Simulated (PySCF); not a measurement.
Bond length, frequency and bond energy of GdC by level of theory

State: 2S+1 = 11, about 7.1 electrons in the 4f shell (Mulliken). Set-up: PySCF, spin-free X2C with a Gaussian nucleus, basis sets Gd x2c-SVPall, C x2c-SVPall. De refers to Gd (4f7 5d1 6s2) + C in their high-spin ground configurations, without counterpoise correction. The functionals are run spin-unrestricted. A positive dipole means Gd(−)C(+). Levels whose curve was spin-contaminated or gave no clean fit are not listed.

| Level | Re (Å) | ωe (cm⁻¹) | De (eV) | μ (D) |
| --- | --- | --- | --- | --- |
| PBE | 2.060 | 629 | 4.59 | -4.19 |
| BP86 | 2.068 | 618 | 4.50 | -4.23 |
| r²SCAN | 2.034 | 688 | 4.14 | -4.42 |
| PBE0 | 2.021 | 723 | 3.88 | -4.60 |
| MN15 | 2.021 | 713 | 3.28 | -4.61 |
| LC-ωPBE | 2.007 | 735 | 3.92 | -4.82 |

Task: What does a quarter of exact exchange do here, going from PBE to PBE0?

Result: PBE0 less PBE: -3.9 pm in Re, +14.9 % in ωe, -0.71 eV in De. Exact exchange removes part of the self-interaction that spreads semilocal densities, and in most molecules shortens and stiffens the bond and lowers De; so it does here.

Task: What does the step from GGA to meta-GGA do here, going from PBE to r²SCAN?

Result: r²SCAN less PBE: -2.6 pm in Re, +9.4 % in ωe, -0.45 eV in De. 

These are scalar-relativistic numbers at best; spin–orbit coupling would shift them, the dissociation energy most. The state is the lowest single determinant that the PBE0 search found; with open d or f shells the true ground state can be another one.

The whole job (state search and all levels along the bond) took about 19 min on 2 threads of Arm Neoverse V1 (shared host), peak memory 3 GiB.
